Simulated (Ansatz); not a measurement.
`C[Se][Se]C`, charge 0, multiplicity 1.

Task: Give a relaxed structure at PBE0-D4/def2-TZVP (the Gaussian-basis code of Ansatz). (Best estimate.)

Result: The calculation gave: 
```xyz
10

C     1.393    0.794    1.206
Se    1.530    0.354   -0.689
Se    0.173   -1.511   -0.793
C    -1.569   -0.674   -1.052
H     1.723   -0.051    1.805
H     0.371    1.070    1.458
H     2.054    1.647    1.369
H    -1.835   -0.076   -0.183
H    -2.285   -1.490   -1.168
H    -1.554   -0.063   -1.952
```
Point group C2.
This is one stationary point; other conformers may exist.
